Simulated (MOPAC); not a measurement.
Input file for MOPAC: PM6 on NaN-, 2S+1 = 4, a spin state set in the input, which need not be the lowest, a point of a bond scan (R = 2.165 Å). Charge -1.

```
PM6 1SCF PRECISE CHARGE=-1 UHF MS=1.5 THREADS=1
NNa

N      0.00000000 1     0.00000000 1     0.00000000 1
Na     0.00000000 1     0.00000000 1     2.16529800 1
```

The log:

```
*******************************************************************************
 **                                                                           **
 **                              MOPAC v23.2.5                                **
 **                                                                           **
 *******************************************************************************
 ** MOPAC's Digital Object Identifier: https://doi.org/10.5281/zenodo.6511958 **
 **                                                                           **
 ** Please cite the open-source release paper for use of this MOPAC version:  **
 ** J. E. Moussa and J. J. P. Stewart (2026)                                  **
 ** MOPAC: An open-source semiempirical molecular orbital program             **
 ** J. Open Source Softw., 11(119), 8025, https://doi.org/10.21105/joss.08025 **
 *******************************************************************************

                              PM6 CALCULATION RESULTS

 *******************************************************************************
 *  PM6        - The PM6 Hamiltonian to be used
 *  UHF        - UNRESTRICTED HARTREE-FOCK CALCULATION
 *
 *
 *
 *                 CHARGE ON SYSTEM = -1
 *
 *
 *
 *  MS=        - IN MECI, MAGNETIC COMPONENT OF SPIN =  1.5
 *  PRECISE    - TIGHTER CRITERIA TO BE USED
 *  1SCF       - DO 1 SCF AND THEN STOP
 *  THREADS=1  - MULTI-THREADING NOT USED
 *  T=         - A TIME OF 172800.0 SECONDS REQUESTED
 *  DUMP=N     - RESTART FILE WRITTEN EVERY 7200.0 SECONDS REQUESTED
 *******************************************************************************
PM6 1SCF PRECISE CHARGE=-1 UHF MS=1.5 THREADS=1
 NNa

   ATOM   CHEMICAL          X               Y               Z
  NUMBER   SYMBOL      (ANGSTROMS)     (ANGSTROMS)     (ANGSTROMS)

     1       N          0.00000000  *   0.00000000  *   0.00000000  *
     2      Na          0.00000000  *   0.00000000  *   2.16529800  *



          CARTESIAN COORDINATES

    NO.       ATOM           X           Y           Z

     1         N          0.0000      0.0000      0.0000
     2        Na          0.0000      0.0000      2.1653

 General Reference for PM6:
 "Optimization of Parameters for Semiempirical Methods V: Modification of NDDO Approximations
 and Application to 70 Elements", J. J. P. Stewart, J. Mol. Mod., 13, 1173-1213 (2007)
 URL: https://link.springer.com/article/10.1007/s00894-007-0233-4

           Empirical Formula: N Na  =     2 atoms



      MOLECULAR POINT GROUP   :   C*v


          UHF CALCULATION, NO. OF ALPHA ELECTRONS =    5
                           NO. OF BETA  ELECTRONS =    2

 -------------------------------------------------------------------------------
 PM6 1SCF PRECISE CHARGE=-1 UHF MS=1.5 THREADS=1
 NNa



     1SCF WAS SPECIFIED, SO BFGS WAS NOT USED
     SCF FIELD WAS ACHIEVED


                              PM6 CALCULATION
                                                       MOPAC v23.2.5 Linux




          FINAL HEAT OF FORMATION =        111.48064 KCAL/MOL =     466.43499 KJ/MOL


          COSMO AREA              =         99.34 SQUARE ANGSTROMS
          COSMO VOLUME            =         90.14 CUBIC ANGSTROMS

          IONIZATION POTENTIAL    =          0.222720 EV
          ALPHA SOMO LUMO (EV)    =         -0.223 10.015
          BETA  SOMO LUMO (EV)    =         -1.327  4.851
          NO. OF ALPHA ELECTRONS  =          5
          NO. OF BETA  ELECTRONS  =          2
          MOLECULAR WEIGHT        =         36.9965         POINT GROUP:  C*v

          MOLECULAR DIMENSIONS (Angstroms)

            Atom       Atom       Distance
           Na     2    N     1     2.16530
           Na     2    N     1     0.00000
            N     1   Na     2     0.00000


          SCF CALCULATIONS        =          1





   ATOM   CHEMICAL          X               Y               Z
  NUMBER   SYMBOL      (ANGSTROMS)     (ANGSTROMS)     (ANGSTROMS)

     1       N          0.00000000  *   0.00000000  *   0.00000000  *
     2      Na          0.00000000  *   0.00000000  *   2.16529800  *

                             CARTESIAN COORDINATES

   1    N        0.000000000     0.000000000     0.000000000
   2   Na        0.000000000     0.000000000     2.165298000


           Empirical Formula: N Na  =     2 atoms



      MOLECULAR POINT GROUP   :   C*v


          ALPHA EIGENVALUES
 -17.78901  -5.52849  -5.52849  -3.77574  -0.22272  10.01471  11.64099  11.64099


           BETA EIGENVALUES
 -11.95201  -1.32743   4.85052   7.98699   7.98699  10.74310  11.90842  11.90842


              NET ATOMIC CHARGES AND DIPOLE CONTRIBUTIONS

  ATOM NO.   TYPE          CHARGE      No. of ELECS.   s-Pop       p-Pop
    1          N          -0.794876        5.7949     1.92686     3.86802
    2         Na          -0.205124        1.2051     0.97291     0.23222
 DIPOLE           X         Y         Z       TOTAL
 POINT-CHG.     0.000     0.000     4.329     4.329
 HYBRID         0.000     0.000    -2.524     2.524
 SUM            0.000     0.000     1.806     1.806


          ATOMIC ORBITAL ELECTRON POPULATIONS

     Atom    s        px        py        pz
    1  N   1.92686   0.99538   0.99538   1.87725
    2 Na   0.97291   0.00462   0.00462   0.22298


                    (SZ)    =    1.500000
                    (S**2)  =    3.768844


          ATOMIC ORBITAL SPIN POPULATIONS

    Atom   Total    s     px     py     pz
         Atomic
    1  N  2.0996  0.027  0.995  0.995  0.082
    2 Na  0.9004  0.786  0.005  0.005  0.106

 **********************
 *                    *
 * JOB ENDED NORMALLY *
 *                    *
 **********************




 == MOPAC DONE ==
```

The run finished.

Cost: around 0.020 core-seconds (rough).
